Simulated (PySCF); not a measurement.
C₄H₆ClF, SMILES C=CC[C@H](F)Cl. The structure is a stationary point at PBE-D3(BJ)/def2-SVP. The structure was generated by enumeration; whether it is a known compound was not checked. The values are those of a single conformer.

These are PBE-D3(BJ)/def2-SVP in PySCF values and carry that method's errors.

Harmonic wavenumbers (cm⁻¹): 85, 90, 192, 302, 373, 396, 480, 615, 768, 846, 909, 928, 978, 1001, 1095, 1114, 1180, 1220, 1257, 1286, 1334, 1375, 1391, 1674, 2977, 3017, 3052, 3068, 3091, 3169. Rotational constants (GHz): 6.306, 1.393, 1.198; symmetry number 1.

Question: Work out the zero-point energy and the ideal-gas rigid-rotor harmonic-oscillator thermochemistry at 298.15 K and 1 atm.

Answer: ZPE = ½ Σ hcν = ½ × 39266 cm⁻¹ = 56.13 kcal/mol. H − E(el) = 61.02 kcal/mol. Entropy in cal/(mol K): translation 39.96, rotation 27.81, vibration 15.41, total 83.19. G − E(el) = 36.22 kcal/mol. Cp = 25.38 cal/(mol K). Modes under 150 cm⁻¹ make the vibrational entropy uncertain.
